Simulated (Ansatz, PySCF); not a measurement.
Spectroscopic constants of K2, closed-shell singlet (the spin of the measured ground state). No spin–orbit coupling. K is treated without relativity.

Constants: fifth-degree fit in 1/R to seven points, most abundant isotopes. Runs in def2 and cc sets follow the lowest solution found near the PBE0 minimum. The singlet is held restricted.

Correlated levels freeze the inner cores; with def2 sets outer-core shells near the valence are correlated too. Rows in 6-31G* carry no dispersion term and start afresh at each structure (6-31G* with six Cartesian d functions); the Pople sets are all-electron and without relativity.

Codes used: Ansatz (Gaussian basis) for Hartree–Fock, density functionals and correlated methods; PySCF for 6-31G* rows. Each number belongs to the level named beside it.

**Question.** What bond length and harmonic frequency does BP86/6-31G* give?

**Answer.** r_e = 3.985 Å, ω_e = 87 cm⁻¹.

**Question.** What bond length and harmonic frequency does wB97X-V/def2-TZVPP give, and what D_e (from each atom's lowest state at the same level)?

**Answer.** r_e = 3.983 Å, ω_e = 97 cm⁻¹, D_e = 0.50 eV.

**Question.** What bond length and harmonic frequency does CCSD(T)/def2-QZVPP give, and what D_e (from each atom's lowest state at the same level)?

**Answer.** r_e = 3.956 Å, ω_e = 92 cm⁻¹, D_e = 0.55 eV.

Measured for the ground state: r_e 3.9051 Å, ω_e 92.021 cm-1, ω_e x_e 0.2829 cm-1, B_e 0.056743 cm-1, α_e 0.000165 cm-1 [Huber and Herzberg (1979), NIST Chemistry WebBook].

Doubts at one or more of the structures used: a restricted determinant that unrestricted orbitals would lower (CCSD(T)/def2-QZVPP).

Ansatz is a quantum-chemistry and plane-wave program.
